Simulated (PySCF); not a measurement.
1,1-difluorobuta-1,3-diene (C4H4F2), SMILES C=CC=C(F)F. Geometry: PBE-D3(BJ)/def2-SVP. Other conformers were not sampled.

Problem. Give the equilibrium geometry at PBE-D3(BJ)/def2-SVP (PySCF confirms it by a frequency run) as a Z-matrix, and its point group. (Estimate from the structure and the level; the computed values follow.)

Solution. Several could match; the one computed here: point group Cs.
```
C
C 1 1.3491
F 2 1.3241 1 124.57
F 2 1.3266 3 110.64 1 180.00
H 1 1.1000 2 116.24 3 0.00
C 1 1.4514 5 119.98 2 180.00
C 6 1.3529 1 124.43 5 0.00
H 7 1.0997 6 121.22 1 180.00
H 7 1.1022 8 117.31 6 180.00
H 6 1.1034 7 119.20 8 0.00
```
